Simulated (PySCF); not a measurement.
A structure optimised at PBE-D3(BJ)/def2-SVP, used in a PySCF frequency run:

```xyz
11

Ge     0.7776     0.3284     0.0000
C      1.5066    -0.4759     1.6314
C      1.5066    -0.4759    -1.6314
Br    -1.5368    -0.0823     0.0000
H      0.9328     1.8748     0.0000
H      2.5984    -0.2901     1.6856
H      1.0214    -0.0379     2.5242
H      1.3255    -1.5679     1.6244
H      1.0214    -0.0379    -2.5242
H      2.5984    -0.2901    -1.6856
H      1.3255    -1.5679    -1.6244
```

Q: Write its SMILES, formula and point group.

A: [CH3][GeH]([CH3])[Br], C2H7BrGe, Cs

Q: What are its rotational constants (standard atomic weights)?

A: 4.5938, 1.5423, 1.2849 GHz
